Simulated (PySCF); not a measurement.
Isomers C4H10OSi:

A. `CO[C@H]1CC[SiH2]1`
B. `C=C[Si](C)(C)O`
C. SMILES C=CCCO[SiH3]

Spectrum 1. ¹H NMR (400 MHz, computed): δ 4.82 (m, 1H), 4.70 (m, 1H), 3.91 (m, 1H), 3.28 (s, 3H), 2.90 (m, 1H), 2.53 (m, 1H), 1.29 (m, 1H), 1.17 (m, 1H). ¹³C{¹H} NMR (computed): δ 79.7 (CH), 59.4 (CH3), 33.0 (CH2), 1.6 (CH2).

Spectrum 2. ¹H NMR (400 MHz, computed): δ 6.65 (m, 1H), 5.36 (m, 1H), 5.34 (m, 1H), 4.90 (s, 3H), 3.81 (t, 2H), 2.31 (m, 2H). ¹³C{¹H} NMR (computed): δ 146.6 (CH), 120.9 (CH2), 69.6 (CH2), 43.4 (CH2).

Spectrum 3. ¹H NMR (400 MHz, computed): δ 6.37 (m, 1H), 6.32 (m, 1H), 6.07 (m, 1H), 1.19 (br s, 1H), 0.12 (s, 6H). ¹³C{¹H} NMR (computed): δ 148.7 (CH), 138.8 (CH2), 1.2 (CH3).

All values are calculated (PySCF 2.14): shielding tensors at PBE0/pcSseg-1 (GIAO), geometry: GFN2-xTB. In vacuum, relativity neglected, averaged over atoms made equivalent by symmetry, fast rotation or ring inversion, one conformer.

Shifts are taken against calculated references (same method and geometry level): ¹H (31.72 ppm) and ¹³C (186.93 ppm) vs TMS. Where no couplings were computed, multiplicities follow the n + 1 count of equivalent neighbours, and m marks all less simple cases (inequivalent or close neighbours, rings, F or P nearby). Shifts are as computed. Against solution values, carbons near 30 ppm lie about +3 ppm off and those near 130 ppm about +5 ppm. Of 1211 compounds with measured shifts, 218 miss one by over three times the rms of a fit or turn the order of signals round; such compounds aren't used in these exercises. OH and NH positions are gas-phase values without hydrogen bonding to other molecules.

Match each spectrum to its structure.

Answers

1–A, 2–C, 3–B.

- Spectrum 1 (A): 4 ¹³C signals; δC 79.7 is an sp3 CH bonded to O and Si; δC 59.4 is a methyl carbon bonded to O.
- Spectrum 2 (C): 4 ¹³C signals; δC 146.6 is an alkene CH; δC 120.9 is a terminal =CH2 carbon.
- Spectrum 3 (B): 3 ¹³C signals; δC 148.7 is an alkene CH; δC 138.8 is a terminal =CH2 carbon.
